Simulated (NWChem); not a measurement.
C2H5ClOSi; SMILES C1[Si@@H](Cl)OC1

```xyz
10

Cl     0.0002    -1.9363    -0.2854
Si     0.0284    -0.0677     0.6258
C     -1.1938     1.2042    -0.0442
C      0.0999     1.8923    -0.5633
O      1.1494     1.0133    -0.0503
H      0.2080    -0.3240     2.0900
H     -1.7546     1.7888     0.7106
H     -1.8894     0.8556    -0.8305
H      0.1561     1.9404    -1.6723
H      0.2462     2.9174    -0.1606
```
Atoms are numbered in this order, from 1.

Computed with NWChem. Medium grid unless said otherwise, to which SCAN and Minnesota functionals are sensitive. The geometry was optimised at PBE-D3(BJ)/def2-SVP. Total energies of different functionals are on different scales.

| level | energy (Ha) | highest occupied level (eV) | orbital gap (eV) | dipole (D) |
|---|---|---|---|---|
| B3LYP/def2-SVP | -903.8796 | -7.87 | 8.09 | 2.39 |
| PBE/def2-SVP | -903.3224 | -6.59 | 6.05 | 2.29 |
| LDA (Slater exchange, PW92)/def2-SVP | -899.9222 | -6.67 | 5.91 | 2.34 |
| CAM-B3LYP/def2-SVP | -903.7925 | -9.55 | 11.08 | 2.46 |
| M06-2X/def2-SVP | -903.7504 | -9.60 | 10.79 | 2.53 |
| LC-wPBE (HJS exchange hole, range parameter 0.4 per bohr)/def2-SVP | -903.4871 | -10.99 | 13.62 | 2.58 |
| PW6B95/def2-SVP | -904.6480 | -8.31 | 8.68 | 2.45 |
| MN15/def2-SVP | -903.3959 | -8.96 | 9.79 | 2.46 |
